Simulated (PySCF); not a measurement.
# Basis-set dependence of excited states

Compound: 2-hexanone, C6H12O.
InChI=1S/C6H12O/c1-3-4-5-6(2)7/h3-5H2,1-2H3

TDDFT with PBE0 (PySCF), vertical singlets, core orbitals frozen in the response, spherical d and f functions. Geometry: PBE0-D3(BJ)/def2-SVP, one conformer, isolated molecule.

Question: How do the low singlets change with the basis? Take 6-31G*, 6-31+G*, def2-SVP, def2-SVPD, aug-cc-pVDZ and def2-TZVP.

Answer: 

```json
{"basis": "6-31G*", "functions": "122", "diffuse": "no", "S1 (eV)": "4.51", "S2 (eV)": "7.95", "S3 (eV)": "7.98", "S4 (eV)": "8.19", "S5 (eV)": "8.21", "LUMO (eV)": "0.03", "α (au)": "65.7"}
{"basis": "6-31+G*", "functions": "150", "diffuse": "yes", "S1 (eV)": "4.51", "S2 (eV)": "6.45", "S3 (eV)": "7.16", "S4 (eV)": "7.28", "S5 (eV)": "7.35", "LUMO (eV)": "-0.33", "α (au)": "72.9"}
{"basis": "def2-SVP", "functions": "158", "diffuse": "no", "S1 (eV)": "4.52", "S2 (eV)": "7.46", "S3 (eV)": "7.84", "S4 (eV)": "7.98", "S5 (eV)": "8.13", "LUMO (eV)": "-0.15", "α (au)": "67.9"}
{"basis": "def2-SVPD", "functions": "239", "diffuse": "yes", "S1 (eV)": "4.49", "S2 (eV)": "6.64", "S3 (eV)": "7.39", "S4 (eV)": "7.64", "S5 (eV)": "7.74", "LUMO (eV)": "-0.42", "α (au)": "77.8"}
{"basis": "aug-cc-pVDZ", "functions": "269", "diffuse": "yes", "S1 (eV)": "4.48", "S2 (eV)": "6.00", "S3 (eV)": "6.61", "S4 (eV)": "6.76", "S5 (eV)": "6.83", "LUMO (eV)": "-0.40", "α (au)": "79.5"}
{"basis": "def2-TZVP", "functions": "289", "diffuse": "no", "S1 (eV)": "4.50", "S2 (eV)": "6.88", "S3 (eV)": "7.66", "S4 (eV)": "7.74", "S5 (eV)": "7.84", "LUMO (eV)": "-0.30", "α (au)": "76.1"}
```

States are compared by their number. Against the largest diffuse basis here (aug-cc-pVDZ, itself not a converged limit), sets without diffuse functions differ by up to 0.04 eV in S1 and 1.38 eV in S5; the smaller diffuse sets differ by up to 0.03 and 0.90 eV. State by state, the largest deviation of a set without diffuse functions is S1 0.04, S2 1.96, S3 1.37, S4 1.42, S5 1.38 eV. The same number needn't mean the same state in each row. Against aug-cc-pVDZ the polarisability deviates by -17% in 6-31G*, -8% in 6-31+G*, -15% in def2-SVP, -2% in def2-SVPD, -4% in def2-TZVP. A single + in a Pople set puts diffuse functions on heavy atoms only.
